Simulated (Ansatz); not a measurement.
```xyz
10

C     2.175   -0.254   -0.910
N     1.235    0.272   -0.289
Ga   -0.461    0.861   -0.015
C    -1.694   -0.381    0.865
H     3.176   -0.356   -0.462
H     2.088   -0.651   -1.935
H    -0.692    2.365   -0.364
H    -2.025    0.023    1.824
H    -2.584   -0.531    0.249
H    -1.219   -1.348    1.036
```

Total charge 0; spin multiplicity 1.

Q: List the PBE/def2-TZVPP orbital energies in eV (the Gaussian-basis code of Ansatz). (Estimate.)

A: The calculation gave: Occupied: -10093.15, -1233.08, -1092.79, -1092.68, -1092.67, -380.21, -270.12, -268.52, -142.87, -97.50, -97.23, -97.18, -22.05, -19.57, -19.46, -19.38, -19.37, -19.33, -16.68, -14.59, -11.70, -10.97, -9.71, -9.60, -8.50, -8.42, -6.78, -5.20. Lowest empty: -1.58, -1.36, 0.10, 1.01, 1.38, 1.92, 2.38, 2.45.
